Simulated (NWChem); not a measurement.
Species: germylsilane (GeSiH$_{6}$); SMILES [GeH3][SiH3]

Program: NWChem. Medium grid unless said otherwise, to which SCAN and Minnesota functionals are sensitive. All runs use the structure optimised with PBE0/def2-SVP.

Q: Estimate the computed values for r2SCAN0/def2-TZVP. Quantities: highest occupied level (eV); orbital gap (eV); dipole (D).

A: 
```yaml
highest occupied level (eV): -8.47
orbital gap (eV): 9.08
dipole (D): 0.11
```
